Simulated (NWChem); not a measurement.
System: CH₄F₂SSi; SMILES C[Si](S)(F)F

Excerpt of the output:

```
             Northwest Computational Chemistry Package (NWChem) 7.3.0
             --------------------------------------------------------

                             Geometry "geometry" -> ""
                             -------------------------

 Output coordinates in angstroms (scale by  1.889725989 to convert to a.u.)

  No.       Tag          Charge          X              Y              Z
 ---- ---------------- ---------- -------------- -------------- --------------
    1 C                    6.0000    -1.67476900     1.11615200     0.00000000
    2 Si                  14.0000     0.01539500     0.35466600     0.00000000
    3 F                    9.0000     0.88144600     0.86192600     1.28831000
    4 F                    9.0000     0.88144600     0.86192600    -1.28831000
    5 S                   16.0000    -0.12783700    -1.77632300     0.00000000
    6 H                    1.0000    -2.24306600     0.80752100     0.89976200
    7 H                    1.0000    -1.59348600     2.22171000     0.00000000
    8 H                    1.0000    -2.24306600     0.80752100    -0.89976200
    9 H                    1.0000     1.22499300    -1.94352600     0.00000000

 Effective nuclear repulsion energy (a.u.)     309.4057414980

                                 NWChem DFT Module
                                 -----------------

 Summary of "ao basis" -> "ao basis" (spherical)
 ------------------------------------------------------------------------------
       Tag                 Description            Shells   Functions and Types
 ---------------- ------------------------------  ------  ---------------------
 C                          def2-svp                 6       14   3s2p1d
 Si                         def2-svp                 8       18   4s3p1d
 F                          def2-svp                 6       14   3s2p1d
 S                          def2-svp                 8       18   4s3p1d
 H                          def2-svp                 3        5   2s1p

            General Information
            -------------------
          SCF calculation type: DFT
          Wavefunction type:  closed shell.
          No. of atoms     :     9
          No. of electrons :    58
           Alpha electrons :    29
            Beta electrons :    29
          Charge           :     0
          Spin multiplicity:     1
          Use of symmetry is: off; symmetry adaption is: off
          Maximum number of iterations: 150
          AO basis - number of functions:    98
                     number of shells:    46
          Convergence on energy requested:  1.00D-06
          Convergence on density requested:  1.00D-05
          Convergence on gradient requested:  5.00D-04

              XC Information
              --------------
                         B3LYP Method XC Potential
                     Hartree-Fock (Exact) Exchange  0.200
                        Slater Exchange Functional  0.800 local
                    Becke 1988 Exchange Functional  0.720 non-local
              Lee-Yang-Parr Correlation Functional  0.810
                  VWN I RPA Correlation Functional  0.190 local

             Grid Information
             ----------------
          Grid used for XC integration:  medium
          Radial quadrature: Mura-Knowles
          Angular quadrature: Lebedev.
          Tag              B.-S. Rad. Rad. Pts. Rad. Cut. Ang. Pts.
          ---              ---------- --------- --------- ---------
          C                   0.70       49          11.0       434
          Si                  1.10       88           8.0       590
          F                   0.50       49          10.0       434
          S                   1.00       88          11.0       590
          H                   0.35       45          12.0       434
          Grid pruning is: on
          Number of quadrature shells:   503
          Spatial weights used:  Erf1

      Superposition of Atomic Density Guess
      -------------------------------------

 Sum of atomic energies:        -924.29281208

      Non-variational initial energy
      ------------------------------

 Total energy =    -925.747746
 1-e energy   =   -1896.772736
 2-e energy   =     661.619248
 HOMO         =      -0.330389
 LUMO         =       0.072275

     ---------------------------------------------
      Total Density - Mulliken Population Analysis
     ---------------------------------------------

    Atom       Charge   Shell Charges
 -----------   ------   -------------------------------------------------------
    1 C    6     6.58   1.99  0.96  0.28  2.10  1.24  0.01
    2 Si  14    12.46   2.00  1.99  0.84  0.09  5.93  0.80  0.51  0.31
    3 F    9     9.58   1.99  1.15  0.78  3.51  2.14  0.00
    4 F    9     9.58   1.99  1.15  0.78  3.51  2.14  0.00
    5 S   16    16.45   2.00  1.99  1.20  0.64  5.94  1.80  2.85  0.03
    6 H    1     0.85   0.64  0.18  0.03
    7 H    1     0.86   0.65  0.19  0.03
    8 H    1     0.85   0.64  0.18  0.03
    9 H    1     0.78   0.56  0.19  0.03

   convergence    iter        energy       DeltaE   RMS-Dens  Diis-err
 ---------------- ----- ----------------- --------- --------- ---------
 d= 0,ls=0.0,diis     1   -927.5868577361 -1.24D+03  1.55D-02  8.71D-01
 d= 0,ls=0.0,diis     2   -927.5462130151  4.06D-02  7.80D-03  1.60D+00
 d= 0,ls=0.0,diis     3   -927.6830168131 -1.37D-01  1.31D-03  2.83D-02
 d= 0,ls=0.0,diis     4   -927.6849242496 -1.91D-03  5.99D-04  3.51D-03
 d= 0,ls=0.0,diis     5   -927.6854009205 -4.77D-04  1.26D-04  1.59D-04
  Resetting Diis
 d= 0,ls=0.0,diis     6   -927.6854244614 -2.35D-05  1.81D-05  3.48D-06
 d= 0,ls=0.0,diis     7   -927.6854249393 -4.78D-07  6.04D-06  1.57D-07

         Total DFT energy =     -927.685424939285
      One electron energy =    -1899.782119703813
           Coulomb energy =      737.268199726587
    Exchange-Corr. energy =      -74.577246460031
 Nuclear repulsion energy =      309.405741497973

 Numeric. integr. density =       58.000009636203

                       DFT Final Molecular Orbital Analysis
                       ------------------------------------

 Vector   27  Occ=2.000000D+00  E=-3.762910D-01
              MO Center= -4.3D-01, -2.7D-01, -1.4D-08, r^2= 4.2D+00
   Bfn.  Coefficient  Atom+Function         Bfn.  Coefficient  Atom+Function
  ----- ------------  ---------------      ----- ------------  ---------------
     4      0.273775  1 C  px                64     -0.230697  5 S  s
    17      0.212825  2 Si s                 68      0.213436  5 S  px
    63     -0.212180  5 S  s                 71      0.210531  5 S  px
    94      0.194072  9 H  s                 36     -0.187806  3 F  px
    50     -0.187806  4 F  px                22     -0.166352  2 Si px

 Vector   28  Occ=2.000000D+00  E=-3.333505D-01
              MO Center= -3.7D-01, -5.5D-01, -3.7D-09, r^2= 3.9D+00
   Bfn.  Coefficient  Atom+Function         Bfn.  Coefficient  Atom+Function
  ----- ------------  ---------------      ----- ------------  ---------------
    72      0.398142  5 S  py                69      0.315249  5 S  py
     4     -0.248387  1 C  px                23     -0.202814  2 Si py
    66      0.178854  5 S  py                37     -0.168138  3 F  py
    51     -0.168138  4 F  py                 7     -0.149985  1 C  px
    71      0.137691  5 S  px                 5      0.131981  1 C  py

 Vector   29  Occ=2.000000D+00  E=-2.786962D-01
              MO Center= -8.6D-02, -1.6D+00,  9.0D-09, r^2= 1.8D+00
   Bfn.  Coefficient  Atom+Function         Bfn.  Coefficient  Atom+Function
  ----- ------------  ---------------      ----- ------------  ---------------
    73      0.624114  5 S  pz                70      0.445999  5 S  pz
    67      0.253687  5 S  pz                27      0.102311  2 Si pz
    37     -0.084867  3 F  py                51      0.084867  4 F  py
    40      0.062766  3 F  py                54     -0.062766  4 F  py
    29     -0.054785  2 Si d -1               9     -0.045526  1 C  pz

 Vector   30  Occ=0.000000D+00  E= 9.812072D-03
              MO Center=  4.9D-01, -1.5D+00, -6.8D-10, r^2= 4.2D+00
   Bfn.  Coefficient  Atom+Function         Bfn.  Coefficient  Atom+Function
  ----- ------------  ---------------      ----- ------------  ---------------
    95      1.154172  9 H  s                 71     -0.765188  5 S  px
     3     -0.752034  1 C  s                 64     -0.716028  5 S  s
    85      0.388383  7 H  s                 18      0.347328  2 Si s
    94      0.335492  9 H  s                 25     -0.299075  2 Si px
    17     -0.274106  2 Si s                 63     -0.216055  5 S  s

 Vector   31  Occ=0.000000D+00  E= 3.512876D-02
              MO Center= -3.0D-01,  1.7D-01, -1.2D-08, r^2= 5.4D+00
   Bfn.  Coefficient  Atom+Function         Bfn.  Coefficient  Atom+Function
  ----- ------------  ---------------      ----- ------------  ---------------
     3      1.413241  1 C  s                 18     -1.176092  2 Si s
    80     -0.553054  6 H  s                 90     -0.553054  8 H  s
    72      0.527558  5 S  py                85     -0.429631  7 H  s
    17     -0.404184  2 Si s                 35      0.309909  3 F  s
    49      0.309909  4 F  s                 16     -0.272539  2 Si s

 Vector   32  Occ=0.000000D+00  E= 5.880027D-02
              MO Center= -4.6D-01,  1.9D-01, -4.8D-09, r^2= 3.6D+00
   Bfn.  Coefficient  Atom+Function         Bfn.  Coefficient  Atom+Function
  ----- ------------  ---------------      ----- ------------  ---------------
    27      0.954738  2 Si pz                80     -0.431481  6 H  s
    90      0.431481  8 H  s                 24      0.337654  2 Si pz
    35     -0.317814  3 F  s                 49      0.317814  4 F  s
    73     -0.300979  5 S  pz                 9      0.223066  1 C  pz
    79     -0.172241  6 H  s                 89      0.172241  8 H  s

     ---------------------------------------------
      Total Density - Mulliken Population Analysis
     ---------------------------------------------

    Atom       Charge   Shell Charges
 -----------   ------   -------------------------------------------------------
    1 C    6     6.28   1.98  0.90  0.23  2.14  1.01  0.02
    2 Si  14    13.12   2.00  1.98  0.99 -0.02  5.93  1.14  0.61  0.49
    3 F    9     9.33   1.99  1.13  0.80  3.35  2.06  0.00
    4 F    9     9.33   1.99  1.13  0.80  3.35  2.06  0.00
    5 S   16    16.24   2.00  1.98  1.26  0.60  5.93  1.84  2.59  0.04
    6 H    1     0.93   0.72  0.18  0.02
    7 H    1     0.93   0.72  0.18  0.02
    8 H    1     0.93   0.72  0.18  0.02
    9 H    1     0.91   0.70  0.17  0.03

     -------------------------------------------
      Total Density - Lowdin Population Analysis
     -------------------------------------------

    Atom       Charge   Shell Charges
 -----------   ------   -------------------------------------------------------
    1 C    6     6.26   1.96  0.59  0.34  1.91  1.41  0.04
    2 Si  14    13.47   2.00  1.92  0.63  0.28  5.81  1.18  0.88  0.77
    3 F    9     9.21   1.98  1.02  0.77  3.22  2.22  0.01
    4 F    9     9.21   1.98  1.02  0.77  3.22  2.22  0.01
    5 S   16    16.00   2.00  1.95  0.99  0.68  5.81  1.91  2.61  0.05
    6 H    1     0.95   0.62  0.26  0.07
    7 H    1     0.95   0.62  0.26  0.07
    8 H    1     0.95   0.62  0.26  0.07
    9 H    1     1.00   0.61  0.31  0.08

     Multipole analysis of the density
     ---------------------------------

     L   x y z        total         alpha         beta         nuclear
     -   - - -        -----         -----         ----         -------
     0   0 0 0     -0.000000    -29.000000    -29.000000     58.000000

     1   1 0 0     -0.531913      0.553309      0.553309     -1.638530
     1   0 1 0     -0.029188     -0.627774     -0.627774      1.226360
     1   0 0 1     -0.000000     -0.000000     -0.000000      0.000000

     2   2 0 0    -29.933525    -95.639685    -95.639685    161.345845
     2   1 1 0     -3.609190      4.220569      4.220569    -12.050328
     2   1 0 1      0.000000      0.000000      0.000000      0.000000
     2   0 2 0    -31.602989   -164.198755   -164.198755    296.794520
     2   0 1 1      0.000000      0.000000      0.000000      0.000000
     2   0 0 2    -34.464239    -73.466582    -73.466582    112.468925

                     NWChem Electrostatic Potential Fit Module
                     -----------------------------------------

 Atom parameters

 Number of atoms is                                    9
 Number of basis functions is                         98

 Grid parameters

 Maximum number of grid points is                  40660
 Number of grid points is                          40659
 Grid range                                     0.300000 nm
 Grid spacing                                   0.020000 nm
 Probe radius                                   0.070000 nm
 Atom radius factor                             1.000000

 Atomic radii

    1    0.100000
    6    0.147000
    9    0.128000
   14    0.187000
   16    0.174000
 FASTESP  F
  using M.O. file = ./job.movecs

    Atom              Coordinates                           Charge

                                                  ESP

    1 C    -0.167477    0.111615    0.000000   -0.238968
    2 Si    0.001540    0.035467    0.000000    0.882395
    3 F     0.088145    0.086193    0.128831   -0.341336
    4 F     0.088145    0.086193   -0.128831   -0.341444
    5 S    -0.012784   -0.177632    0.000000   -0.376544
    6 H    -0.224307    0.080752    0.089976    0.067373
    7 H    -0.159349    0.222171    0.000000    0.072952
    8 H    -0.224307    0.080752   -0.089976    0.067262
    9 H     0.122499   -0.194353    0.000000    0.208310
                                            ------------
                                                0.000000

 Dipole moment                                  0.572689

 Quadrupole moment Qxx                          5.743723
                   Qyy                         -0.841695
                   Qzz                         -4.902028

 RMS deviation kJ/mol                           0.062849

 RRMS %                                        31.006958
```

Level: B3LYP/def2-SVP. Coordinates come from a PBE-D3(BJ)/def2-SVP optimisation.

Question: Reconstruct the input file.

Answer: One answer among several that fit: the input that was run:
```
start job
memory heap 200 mb stack 900 mb global 1100 mb
geometry units angstroms noautosym nocenter noautoz
  C     -1.674769     1.116152     0.000000
  Si     0.015395     0.354666     0.000000
  F      0.881446     0.861926     1.288310
  F      0.881446     0.861926    -1.288310
  S     -0.127837    -1.776323     0.000000
  H     -2.243066     0.807521     0.899762
  H     -1.593486     2.221710     0.000000
  H     -2.243066     0.807521    -0.899762
  H      1.224993    -1.943526     0.000000
end
basis spherical
  C library def2-svp
  Si library def2-svp
  F library def2-svp
  S library def2-svp
  H library def2-svp
end
dft
  xc b3lyp
  iterations 150
  mulliken
end
task dft energy
esp
  recalculate
  probe 0.07
  range 0.3
  factor 1.0
  spacing 0.02
end
task esp
```
